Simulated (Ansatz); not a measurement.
```yaml
crystal:
  periodic: [false, false, false]
  atoms:
    - {symbol: C, position_ang: [-1.561043, 0.767268, -0.391719]}
    - {symbol: Sc, position_ang: [0.477159, -0.038721, -0.132229]}
    - {symbol: N, position_ang: [0.780608, -1.327846, 1.343863]}
    - {symbol: O, position_ang: [1.877643, 0.479824, -1.251749]}
    - {symbol: H, position_ang: [-1.873316, 0.826256, -1.442073]}
    - {symbol: H, position_ang: [-1.649060, 1.786950, 0.008997]}
    - {symbol: H, position_ang: [-2.312764, 0.162193, 0.132848]}
    - {symbol: H, position_ang: [1.646230, -1.782704, 1.604036]}
    - {symbol: H, position_ang: [0.065897, -1.652781, 1.984832]}
    - {symbol: H, position_ang: [2.548647, 0.779570, -1.856805]}
basis:
  gaussian: {orbitals: def2-mTZVPP}
total_charge: 4
hamiltonian: {xc: {name: BLYP}, dispersion: d3bj}
output: {forces: true}
```

```sh
$ ansatz run in.yaml --threads 4 --pin off --events-out ev --progress --plain --max-ram 10444MiB
```

It prints (some lines left out):

```
Functional definition: BLYP
1259 factors; their error is unknown
mean field evaluation 1: about -25185.1634 eV, gradient 2.2e2 eV
mean field evaluation 2: about -24152.6529 eV, gradient 3.5e2 eV
mean field evaluation 4: about -25170.4141 eV, gradient 1.8e2 eV
mean field evaluation 8: about -25302.4784 eV, gradient 3.9e0 eV
mean field evaluation 16: about -25302.5518 eV, gradient 9.8e-6 eV
mean field -25302.55177327 eV, -929.8516269820 hartree, gradient 1.4e-5 eV, S^2 0.000000; 6 other end points of the search recorded, 0 dependent functions left out
reference -25302.55206992 eV, -929.8516378838 hartree; 22, 22 occupied and 108, 108 virtual orbitals, 1259 factors
Total energy: -25302.89837188 eV, -929.8643642460 hartree
Atom 0 at    -1.561043     0.767268    -0.391719 Å, force    -7.276549     2.628287    -0.593136 eV/Å
Atom 1 at     0.477159    -0.038721    -0.132229 Å, force     1.187140     1.966883    -2.837243 eV/Å
Atom 2 at     0.780608    -1.327846     1.343863 Å, force     0.316654    -1.304588     1.472041 eV/Å
Atom 3 at     1.877643     0.479824    -1.251749 Å, force    -1.815772    -0.778553     1.595582 eV/Å
Atom 4 at    -1.873316     0.826256    -1.442073 Å, force     1.475701    -0.777955    -2.484300 eV/Å
Atom 5 at    -1.649060     1.786950     0.008997 Å, force     2.011540     1.731352     1.262283 eV/Å
Atom 6 at    -2.312764     0.162193     0.132848 Å, force     0.359841    -2.275091     1.433077 eV/Å
Atom 7 at     1.646230    -1.782704     1.604036 Å, force     2.384218    -1.350718     0.844487 eV/Å
Atom 8 at     0.065897    -1.652781     1.984832 Å, force    -1.726160    -1.028363     1.851557 eV/Å
Atom 9 at     2.548647     0.779570    -1.856805 Å, force     3.083388     1.188747    -2.544347 eV/Å
Dipole moment:    -0.702489    -0.174432     0.475242 e Å
```

**Question.** What is wrong with this run?

**Answer.** The charge is far from anything that the molecule holds. The calculation finished and met its thresholds. The result belongs to that input, not to the molecule as meant.
